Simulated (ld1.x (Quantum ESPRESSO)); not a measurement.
# arsenic, RRKJ: configuration errors across variants

```
Element                 : arsenic
Generator               : ld1.x (Quantum ESPRESSO) 7.5
Type                    : norm-conserving RRKJ (Kleinman–Bylander form)
Functional              : LDA (PZ)
Relativity              : non-relativistic
Frozen core             : [Ar] 3d10
Valence charge          : 5
Reference configuration : 4s2 4p1.5 (charge +1.5)
Partial waves           : 4p (bound): rc 1.65 bohr; 4s (bound): rc 1.25 bohr
Local potential         : the s channel
Core correction         : none
rho0                    : 0.01
```

All-electron excitation energies from the reference (eV): (1) 4s2 4p2 -7.909; (2) 4s2 4p1 10.256; (3) 4s1 4p3 1.718; (4) 4s1 4p4 -8.277; (5) 4s1 4p0 88.602; (6) 4s0 4p5 0.918; (7) 4s2 4p1.5 spin -0.453.

Spin tests fill each open shell by Hund’s rule, majority spin first.

Tests that are not counted but printed errors over 1 eV. “base”: 4s2 4p3 (solver errors, printed error -31.0 eV); 4s2 4p3 (spin-polarised) (solver errors, printed error -33.9 eV). “wave 4p (bound): rc 1.65 bohr becomes 4p (bound): rc 1.68 bohr”: 4s2 4p3 (spin-polarised) (solver errors, printed error -74.9 eV); 4s1 4p4 (solver errors, printed error -16.6 eV); 1 more.

5 further variants failed, have other tests or another functional or relativity, and are left out.

A true bound ghost makes a file unfit for plane-wave use even where its test errors are small: the radial tests pick states by their node count and pass the ghost by. Where a test does run into it, the solver fails or the error is huge.

Errors AE − PS in meV (a dash: test not solved or not reliable):

| change | (1) | (2) | (3) | (4) | (5) | (6) | (7) | bound ghosts |
| --- | --- | --- | --- | --- | --- | --- | --- | --- |
| base | -3.4 | +0.4 | +8.6 | -17 | +417 | +36 | +85 | p |
| wave 4p (bound): rc 1.65 bohr becomes 4p (bound): rc 1.68 bohr | -3.1 | +0.6 | +8.7 | – | +420 | +37 | +85 | p |
| all radii scaled by about 1.08 (s 1.34, p 1.78 bohr) | +1.3 | +3.6 | +6.5 | +4.5 | +420 | +30 | +85 | p |
| wave 4s (bound): rc 1.25 bohr becomes 4s (bound): rc 0.86 bohr | +90 | -109 | +36 | +113 | -159 | +94 | +87 | p |

Task: Give the same row for: core correction a·sin(br)/r model core inside 1.50 bohr.

Result: -8.1, -6.6, -5.9, -41, -118, -30, +14; bound ghosts: p. Not counted: 4s2 4p3 (solver errors, printed error -11.4 eV); 4s2 4p3 (spin-polarised) (solver errors, printed error -87.4 eV).
